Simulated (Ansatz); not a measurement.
Job for Ansatz (a program for electronic structure): R-wB97M-V/def2-TZVPP on HLiO (SMILES [Li][OH]), atoms moved off the minimum.

Ansatz 0.2 input:
```yaml
crystal:
  periodic: [false, false, false]
  atoms:
    - {symbol: Li, position_ang: [0.11714639, -0.02324350, -1.27265086]}
    - {symbol: O, position_ang: [0.02738772, 0.14700527, 0.24214682]}
    - {symbol: H, position_ang: [0.02329585, 0.08603773, 1.21525933]}
basis:
  gaussian:
    orbitals: def2-TZVPP
hamiltonian:
  xc: {name: wB97M-V}
scf: {lower_state_search: off}
output: {forces: true}
```

Question: What total energy does the run end on?

Answer: -83.3784 hartree.
